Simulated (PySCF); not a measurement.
Molecule: `InChI=1S/C6H4F3P/c1-3-5-10(4-2)6(7,8)9/h2H,1H3`.

Bonds (- single, = double, # triple, : aromatic): C1#C2, C2-P3, P3-C4, C4#C5, C5-C6, P3-C7, C7-F8, C7-F9, C7-F10. C1 carries H11; C6 carries H12, H13, H14.

Frames of a GFN2-xTB Langevin trajectory at 200 K; GIAO PBE0/pcSseg-1 shieldings in PySCF, gas phase, non-relativistic; equivalent atoms averaged within each frame.

Scale: ¹³C (σref 186.93), ¹H (σref 31.72) vs TMS; ³¹P (σref 318.38) vs H3PO4; ¹⁹F (σref 170.95) against CFCl3 (reference shieldings calculated alike). The references are static minima.

**Question.** How do the shifts (ppm) fluctuate along the trajectory?

**Answer.** 
| time (fs) | C7 | C5 | C1 | C2 | C4 | C6 | P3 | F8/F9/F10 | H11 | H12/H13/H14 |
| --- | --- | --- | --- | --- | --- | --- | --- | --- | --- | --- |
| optimised geometry | 140.3 | 115.1 | 103.3 | 79.8 | 73.3 | 6.1 | -79.4 | -65.0 | 2.53 | 2.25 |
| 250 | 142.5 | 119.3 | 103.9 | 81.4 | 71.5 | 6.5 | -92.4 | -57.6 | 3.40 | 2.73 |
| 425 | 146.8 | 116.6 | 110.5 | 79.1 | 74.4 | 5.3 | -50.6 | -51.9 | 2.88 | 1.99 |
| 625 | 142.6 | 111.6 | 99.7 | 85.3 | 77.2 | 9.7 | -76.4 | -66.4 | 2.34 | 2.85 |
| 800 | 142.5 | 108.6 | 109.6 | 79.8 | 77.7 | 4.8 | -62.4 | -59.6 | 3.25 | 2.07 |
| 1000 | 133.4 | 119.8 | 108.5 | 84.5 | 75.5 | 9.1 | -61.6 | -72.8 | 2.34 | 2.82 |
| mean of frames | 141.5 | 115.2 | 106.5 | 82.0 | 75.3 | 7.1 | -68.7 | -61.7 | 2.84 | 2.49 |
| standard deviation | 4.9 | 4.9 | 4.5 | 2.8 | 2.5 | 2.2 | 16.1 | 8.1 | 0.50 | 0.42 |

5 frames give an uncertainty of the mean of about the standard deviation over 2.2 at best, since frames this close in time may not be independent; classical motion lacks zero-point vibration, and the reference would need the same averaging.
